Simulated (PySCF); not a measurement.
Method: PBE-D3(BJ)/def2-TZVP // B3LYP-D3(BJ)/def2-TZVP run with PySCF. All species are isolated molecules in the gas phase. One relaxed conformer stands for a flexible species; it need not be the lowest. 

Reference species (SMILES): `B1B[SiH2]1` (neutral, multiplicity 1).

LUMO: -2.77 eV
HOMO–LUMO gap: 3.37 eV

Changed species: `B(B)=[SiH2]`.

Q: What does the change do to the LUMO and HOMO–LUMO gap?

A: the LUMO decreases by 0.67 eV, to -3.44 eV; the HOMO–LUMO gap falls by 1.25 eV, to 2.12 eV.
